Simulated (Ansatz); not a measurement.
One change: `S[SiH2][CH2][GaH2]` becomes `C[SiH2][CH2][GaH2]`.

Ansatz, PBE0-D4/def2-TZVP geometries, multiplicity 1. Each molecule was computed in one conformer, which needn't be the lowest.

Scalar relativity is left out up to krypton.

```
                                          property  `S[SiH2][CH2][GaH2]`
size of the dipole moment (ωB97M-V/def2-TZVPP) / D                  1.61
             LUMO energy (ωB97M-V/def2-TZVPP) / eV                 -0.08
                LUMO energy (PBE0/def2-TZVPP) / eV                 -1.76
             HOMO–LUMO gap (B3LYP/def2-TZVPP) / eV                  5.02
              HOMO–LUMO gap (PBE0/def2-TZVPP) / eV                  5.53
               LUMO energy (B3LYP/def2-TZVPP) / eV                 -2.03
```

Question: Give the same properties after the change, and the shifts. (Estimate.)

Answer: The calculation gave: 
```json
{"property": "size of the dipole moment (ωB97M-V/def2-TZVPP) / D", "`C[SiH2][CH2][GaH2]`": "1.40", "shift": "-0.21"}
{"property": "LUMO energy (ωB97M-V/def2-TZVPP) / eV", "`C[SiH2][CH2][GaH2]`": "0.21", "shift": "0.29"}
{"property": "LUMO energy (PBE0/def2-TZVPP) / eV", "`C[SiH2][CH2][GaH2]`": "-1.45", "shift": "0.31"}
{"property": "HOMO–LUMO gap (B3LYP/def2-TZVPP) / eV", "`C[SiH2][CH2][GaH2]`": "5.88", "shift": "0.86"}
{"property": "HOMO–LUMO gap (PBE0/def2-TZVPP) / eV", "`C[SiH2][CH2][GaH2]`": "6.37", "shift": "0.84"}
{"property": "LUMO energy (B3LYP/def2-TZVPP) / eV", "`C[SiH2][CH2][GaH2]`": "-1.73", "shift": "0.30"}
```

With PBE0 the HOMO falls by 0.53 eV and the LUMO rises by 0.31 eV, so the gap widens by about 0.84 eV. PBE moves the HOMO by -0.55 eV and ωB97M-V by -0.53 eV. The zero-point energy changes by 70.5 kJ/mol with +6 modes. Dipoles are sizes alone; their direction can turn.

Positive LUMOs are unbound, so they and the gaps depend on the basis.

B3LYP here is the variant with VWN-RPA as its local correlation; programs differ in this.
